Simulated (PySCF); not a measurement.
C4H7 (SMILES [CH]=C(C)C), doublet (typed; the unrestricted solution is spin-contaminated), geometry from GFN2-xTB; CCSD(T)/3-21G in PySCF.

PySCF was given this input:
```python
from pyscf import gto, scf, cc

mol = gto.M(
    atom='''
C    -0.01583438    0.01152779    1.49894858
C    -0.00222843    0.02374520    0.20492787
H    -0.02223869   -0.69129602    2.29786866
C     0.00269449    1.29161997   -0.60733811
H    -0.00662782    2.16401956    0.03942821
H     0.89090871    1.32760594   -1.23693731
H    -0.87224194    1.32254452   -1.25552371
C     0.01033407   -1.24161286   -0.64220029
H     0.00629703   -2.13018294   -0.01726348
H    -0.86735589   -1.25472468   -1.28612343
H     0.90146410   -1.24964698   -1.26747727
''',
    basis='3-21g',
    spin=1,
    verbose=5,
    cart=True,
)

mf = scf.UHF(mol)
mf.kernel()

mycc = cc.CCSD(mf)
mycc.kernel()
et = mycc.ccsd_t()
print('E(CCSD(T)) = %.10f' % (mycc.e_tot + et))
mf.analyze()
```

Output, abridged:

```
PySCF version 2.14.0

[INPUT] verbose = 5
[INPUT] max_memory = 4000
[INPUT] num. atoms = 11
[INPUT] num. electrons = 31
[INPUT] charge = 0
[INPUT] spin (= nelec alpha-beta = 2S) = 1
[INPUT] symmetry False subgroup None
[INPUT] Mole.unit = angstrom
[INPUT] Cartesian GTO integrals (6d 10f)
[INPUT] Symbol           X                Y                Z      unit          X                Y                Z       unit  Magmom
[...]
[INPUT] ---------------- BASIS SET ----------------
[INPUT] l, kappa, [nprim/nctr], expnt,             c_1 c_2 ...
[INPUT] H
[...]
                                0.824547          0.904691
[...]
[INPUT] C
[...]
                                25.9109           0.358794
                                5.53335           0.700713
[...]
                                0.770545          1.21584
[...]
                                0.770545          0.860619
[...]
nuclear repulsion = 112.514542566877
number of shells = 34
number of NR pGTOs = 81
number of NR cGTOs = 50
basis = 3-21g
ecp = {}

******** <class 'pyscf.scf.uhf.UHF'> ********
method = UHF
initial guess = minao
damping factor = 0
level_shift factor = 0
DIIS = <class 'pyscf.scf.diis.CDIIS'>
diis_start_cycle = 1
diis_space = 8
diis_damp = 0
SCF conv_tol = 1e-09
SCF conv_tol_grad = None
SCF max_cycles = 50
direct_scf = True
direct_scf_tol = 1e-13
number electrons alpha = 16  beta = 15
Set gradient conv threshold to 3.16228e-05
E1 = -427.9322163587209  E2 = 160.2777262813972  Ecoul = 183.66884108159468  Exc = -23.39111480019747
init E= -155.139947510447
cond(S) = 562.6233376282432

  alpha mo_energy =
[-11.25278795 -11.25020611 -11.24881344 -11.23345178  -1.54339535
  -1.19237132  -1.11629083  -0.72140575  -0.55805804  -0.5475031
  -0.50325416  -0.45258468  -0.4114494   -0.38313619  -0.24264001
  -0.12080838   0.09939797   0.19321821   0.24143595   0.25575168
   0.27477786   0.29526079   0.30271457   0.31281666   0.33113906
   0.43407719   0.61557524   0.81758096   0.88801791   0.89241721
   0.89842068   0.94309122   1.00806481   1.02122432   1.038124
   1.0813785    1.12455191   1.18885489   1.20984425   1.26153351
   1.28271391   1.3012877    1.31414709   1.36089099   1.38058601
   1.52728008   1.58019956   1.89263547   2.07339825   2.2316246 ]
  beta  mo_energy =
[-11.25278795 -11.25020611 -11.24881344 -11.23345178  -1.54339535
  -1.19237132  -1.11629083  -0.72140575  -0.55805804  -0.5475031
  -0.50325416  -0.45258468  -0.4114494   -0.38313619  -0.24264001
  -0.12080838   0.09939797   0.19321821   0.24143595   0.25575168
   0.27477786   0.29526079   0.30271457   0.31281666   0.33113906
   0.43407719   0.61557524   0.81758096   0.88801791   0.89241721
   0.89842068   0.94309122   1.00806481   1.02122432   1.038124
   1.0813785    1.12455191   1.18885489   1.20984425   1.26153351
   1.28271391   1.3012877    1.31414709   1.36089099   1.38058601
   1.52728008   1.58019956   1.89263547   2.07339825   2.2316246 ]
multiplicity <S^2> = 0.75  2S+1 = 2
E1 = -428.8749678867812  E2 = 161.81622419802372  Ecoul = 184.78532780705964  Exc = -22.969103609035926
cycle= 1 E= -154.544201121881  delta_E= 0.596  |g|= 0.231  |ddm|= 2.16
  alpha mo_energy =
[-11.24810446 -11.23053086 -11.20485675 -11.18306194  -1.13480561
  -0.98074086  -0.95999268  -0.73670363  -0.64871183  -0.62473098
  -0.61556818  -0.56432099  -0.54741308  -0.5236214   -0.37556635
  -0.34796863   0.17908774   0.25535327   0.29754289   0.30355653
   0.33180638   0.33517188   0.34976818   0.36436132   0.39077024
   0.47102774   0.64944327   0.83906586   0.91206039   0.91850797
   0.94487924   0.96956382   1.03121471   1.07404407   1.07662133
   1.11698529   1.16198768   1.23803637   1.25142764   1.30736347
   1.3253224    1.3485414    1.37166154   1.41433921   1.42835744
   1.56366794   1.62914794   1.95127247   2.12098718   2.27547588]
  beta  mo_energy =
[-11.24666694 -11.22689731 -11.20317703 -11.16873161  -1.11381971
  -0.96907973  -0.92303075  -0.70678219  -0.63390181  -0.62099788
[...]
converged SCF energy = -154.605294517853  <S^2> = 0.95244453  2S+1 = 2.1931206
E(UCCSD) = -154.9942310485969  E_corr = -0.3889365307440604
E(CCSD(T)) = -155.0047432573
Total Energy =                        -154.605294517852826
[...]
7  C 3px        -0.00012   0.00133   0.00080   0.00050  -0.00009
7  C 3py        -0.05737  -0.03791   0.00992   0.03934   0.12074
7  C 3pz         0.02682  -0.11553  -0.07903  -0.05832  -0.02404
8  H 1s         -0.08269   0.02948  -0.04066  -0.03052   0.02377
8  H 2s          0.16788  -0.04912   0.00029  -0.02055   0.05088
9  H 1s         -0.04432   0.06207  -0.03247  -0.01525   0.03515
9  H 2s          0.07456  -0.09604   0.02147  -0.05797   0.04920
10  H 1s        -0.04432   0.06207  -0.03247  -0.01525   0.03515
10  H 2s         0.07456  -0.09604   0.02147  -0.05797   0.04920

To work with the spin densities directly, `use mulliken_meta_spin()` only printing them here.

 ** Mulliken spin pop alpha/beta on meta-lowdin orthogonal AOs **
 ** Mulliken Spin Density (per AO)  **
spin_pop of  0  C 1s       -0.00002
spin_pop of  0  C 2s        0.17997
spin_pop of  0  C 3s        0.00171
spin_pop of  0  C 2px       0.43073
spin_pop of  0  C 2py       0.70546
spin_pop of  0  C 2pz       0.15369
spin_pop of  0  C 3px       0.00200
spin_pop of  0  C 3py       0.00298
spin_pop of  0  C 3pz      -0.00054
spin_pop of  1  C 1s        0.00001
spin_pop of  1  C 2s       -0.05218
spin_pop of  1  C 3s        0.00052
spin_pop of  1  C 2px      -0.39954
spin_pop of  1  C 2py      -0.04986
spin_pop of  1  C 2pz      -0.04413
spin_pop of  1  C 3px      -0.00277
spin_pop of  1  C 3py       0.00021
spin_pop of  1  C 3pz       0.00064
spin_pop of  2  H 1s       -0.04551
spin_pop of  2  H 2s        0.00064
spin_pop of  3  C 1s       -0.00000
spin_pop of  3  C 2s        0.01705
spin_pop of  3  C 3s        0.00004
spin_pop of  3  C 2px       0.01595
spin_pop of  3  C 2py       0.02888
spin_pop of  3  C 2pz       0.02667
spin_pop of  3  C 3px      -0.00014
spin_pop of  3  C 3py      -0.00014
spin_pop of  3  C 3pz      -0.00011
spin_pop of  4  H 1s       -0.00597
spin_pop of  4  H 2s        0.00035
spin_pop of  5  H 1s       -0.01988
spin_pop of  5  H 2s        0.00002
spin_pop of  6  H 1s       -0.01988
spin_pop of  6  H 2s        0.00002
spin_pop of  7  C 1s       -0.00000
spin_pop of  7  C 2s        0.02192
spin_pop of  7  C 3s        0.00010
spin_pop of  7  C 2px       0.01613
spin_pop of  7  C 2py       0.04383
spin_pop of  7  C 2pz       0.03677
spin_pop of  7  C 3px      -0.00013
spin_pop of  7  C 3py      -0.00020
spin_pop of  7  C 3pz       0.00003
spin_pop of  8  H 1s       -0.00829
spin_pop of  8  H 2s        0.00021
spin_pop of  9  H 1s       -0.01863
spin_pop of  9  H 2s        0.00002
spin_pop of  10  H 1s       -0.01863
spin_pop of  10  H 2s        0.00002
 ** Mulliken Spin Density (per atom)  **
spin density of  0 C =      1.47596
spin density of  1 C =     -0.54711
spin density of  2 H =     -0.04488
spin density of  3 C =      0.08819
spin density of  4 H =     -0.00562
spin density of  5 H =     -0.01986
spin density of  6 H =     -0.01986
spin density of  7 C =      0.11846
spin density of  8 H =     -0.00808
spin density of  9 H =     -0.01861
spin density of  10 H =     -0.01861
 ** Mulliken pop alpha/beta on meta-lowdin orthogonal AOs **
 ** Mulliken pop       alpha | beta **
In total            16.00000 | 15.00000
 ** Mulliken atomic charges   ( Nelec_alpha | Nelec_beta ) **
charge of  0C =     -0.15614  (     3.81605      2.34009 )
charge of  1C =     -0.00116  (     2.72703      3.27413 )
charge of  2H =      0.11459  (     0.42027      0.46514 )
charge of  3C =     -0.25974  (     3.17396      3.08578 )
charge of  4H =      0.09691  (     0.44874      0.45435 )
charge of  5H =      0.09296  (     0.44359      0.46345 )
charge of  6H =      0.09296  (     0.44359      0.46345 )
charge of  7C =     -0.26181  (     3.19013      3.07168 )
charge of  8H =      0.09254  (     0.44969      0.45777 )
charge of  9H =      0.09444  (     0.44347      0.46208 )
charge of  10H =      0.09444  (     0.44347      0.46208 )
Dipole moment(X, Y, Z, Debye):  0.00704, -0.50074, -0.53151
```
